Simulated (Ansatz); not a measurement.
`N[SiH2]C(O)Cl` from Hartree–Fock to CCSD(T)

Cartesian coordinates in Å:
```
N -0.3332 -1.3072 0.7240
Si 0.8525 -0.3986 -0.1400
C -0.0930 1.2000 -0.5257
O -0.7742 1.6535 0.5751
Cl -1.2544 0.7140 -1.8821
H -1.0893 -1.7367 0.2120
H -0.0441 -1.8902 1.4926
H 1.9571 -0.1356 0.8194
H 1.3826 -0.9992 -1.3896
H 0.4712 2.0275 -0.9515
H -1.0753 0.8725 1.0657
```

Charge 0, multiplicity 1. The structure was optimised at the PBE0-D4/def2-TZVP level. It is one conformer, not always the lowest. Frozen core, restricted reference, Ansatz. CBS rows extrapolate triple and quadruple zeta; past MP2 they add the triple-zeta difference.

| basis | HF (Eh) | MP2 corr. | CCSD corr. | (T) | CCSD(T) total |
| --- | --- | --- | --- | --- | --- |
| def2-SVP | -918.75377 | ? | -0.78269 | ? | ? |
| def2-TZVPP | ? | -0.94279 | -0.98905 | -0.04001 | ? |
| def2-QZVPP | -919.25591 | -1.01856 | – | – | – |
| CBS(def2) | ? | -1.07469 | -1.12094 | as TZ | ? |

Task: Fill in the withheld values. (Best estimate.)

Result: The calculation gave: def2-SVP MP2 corr.: -0.73063; def2-SVP (T): -0.02055; def2-SVP CCSD(T) total: -919.55701; def2-TZVPP HF (Eh): -919.22589; def2-TZVPP CCSD(T) total: -920.25495; CBS(def2) HF (Eh): -919.26005; CBS(def2) CCSD(T) total: -920.42100.
